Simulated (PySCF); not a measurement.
C3H5F3, SMILES C[C@H](C(F)F)F. Atoms are numbered in the order given.

```xyz
11

C     -1.9119     0.2880    -0.0335
C     -0.5226     0.2933     0.5704
F     -0.3108    -0.8864     1.2570
C      0.5718     0.4409    -0.4772
F      1.7907     0.4039     0.1124
F      0.5074    -0.5742    -1.3772
H     -2.0024    -0.5409    -0.7502
H     -2.6617     0.1579     0.7593
H     -2.1179     1.2344    -0.5576
H     -0.4013     1.1279     1.2852
H      0.4735     1.3975    -1.0241
```
Charge 0, spin multiplicity 1.

Geometry: B3LYP-D3(BJ)/def2-SVP. The structure was generated by enumeration; whether it is a known compound was not checked. The values are those of a single conformer.

Two levels are set side by side: PBE/pcSseg-1 (PySCF) and PBE0/pcSseg-1 (PySCF). GIAO shifts against CFCl3 (¹⁹F), TMS (¹H), TMS (¹³C) at the same level; non-relativistic, no solvent, atoms listed together averaged. Differences are taken from unrounded values.

```csv
quantity,PBE0
δ(¹³C) of C1 (ppm),18.7
δ(¹³C) of C2 (ppm),91.5
δ(¹⁹F) of F3 (ppm),-233.4
δ(¹³C) of C4 (ppm),121.7
δ(¹H) of H10 (ppm),4.80
δ(¹H) of H11 (ppm),5.78
```

**Question.** What does PBE give, and how far is it from PBE0? (The exact figures need the calculation; the answer reports its results.)

**Answer.** 
```tsv
quantity	PBE	PBE minus PBE0
δ(¹³C) of C1 (ppm)	19.1	0.4
δ(¹³C) of C2 (ppm)	95.2	3.7
δ(¹⁹F) of F3 (ppm)	-252.0	-18.5
δ(¹³C) of C4 (ppm)	126.7	5.0
δ(¹H) of H10 (ppm)	4.94	0.15
δ(¹H) of H11 (ppm)	6.07	0.29
```

Rough cost on one machine, each run with all the roots and properties that it gave: PBE0 against PBE within a factor of 2.
